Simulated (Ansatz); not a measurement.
Cost and result up the ladder for Cu(NH3)F (CuNFH₃) (6 atoms). The state is a singlet with charge 0. Geometry: PBE-D4/def2-TZVP.

Cartesian coordinates in Å:
```
Cu -1.125 0.068 -0.292
N 0.716 -0.043 0.186
H 1.325 0.116 -0.624
H 0.951 -0.965 0.568
H 0.963 0.654 0.896
F -2.831 0.170 -0.734
```

Ansatz on 4 threads of Arm Neoverse V1 on a shared host. Times are rough, and most runs start from the orbitals of an earlier one. ωB97M-V/def2-TZVP serves as the yardstick here, not as an exact answer. Differences are given only for rows in sets of like size (and for xTB, whose basis is part of the method), since another set adds its own error. Binding counts from free atoms at the same level (Cu doublet, N quartet, H doublet, F doublet; other spins of the atoms weren't run), without zero-point energy or a counterpoise term.

The 6-31G sets use Cartesian d functions. B3LYP takes the VWN-RPA correlation. Correlated methods freeze 11 core orbitals.

Correlated methods converge slowly with the basis.

```
                level  functions  wall time
             HF/6-31G         53      0.2 s
LDA (SPW92)/def2-TZVP        125      0.5 s
       B3LYP-D4/6-31G         53      0.6 s
     PBE0-D4/def2-SVP         74     0.75 s
        MP2/def2-TZVP        125     0.75 s
     PBE-D4/def2-TZVP        125      0.8 s
  revPBE-D4/def2-TZVP        125      0.8 s
   BHLYP-D4/def2-TZVP        125      1.1 s
 r2SCAN-D4/def2-TZVPD        152      2.4 s
    ωB97X-V/def2-TZVP        125      3.2 s
     B97M-V/def2-TZVP        125      3.3 s
    ωB97M-V/def2-TZVP        125      3.7 s
   CCSD(T)/def2-TZVPD        152       18 s
   CCSD(T)/def2-TZVPP        168       26 s
```

Task: Estimate what each level gives for the binding energy per atom (eV).

Result: 
| level | binding energy per atom (eV) | difference from ωB97M-V/def2-TZVP (eV) | remarks |
| --- | --- | --- | --- |
| HF/6-31G | 2.12 | – | – |
| LDA (SPW92)/def2-TZVP | 3.69 | 0.53 | – |
| B3LYP-D4/6-31G | 3.26 | – | – |
| PBE0-D4/def2-SVP | 3.11 | – | – |
| MP2/def2-TZVP | 3.10 | -0.05 | test for broken spin undecided |
| PBE-D4/def2-TZVP | 3.22 | 0.07 | – |
| revPBE-D4/def2-TZVP | 3.11 | -0.04 | – |
| BHLYP-D4/def2-TZVP | 2.96 | -0.19 | – |
| r2SCAN-D4/def2-TZVPD | 3.17 | 0.01 | – |
| ωB97X-V/def2-TZVP | 3.15 | 0.00 | – |
| B97M-V/def2-TZVP | 3.14 | -0.01 | – |
| ωB97M-V/def2-TZVP | 3.15 | 0.00 | – |
| CCSD(T)/def2-TZVPD | 3.06 | -0.09 | – |
| CCSD(T)/def2-TZVPP | 3.07 | -0.08 | – |
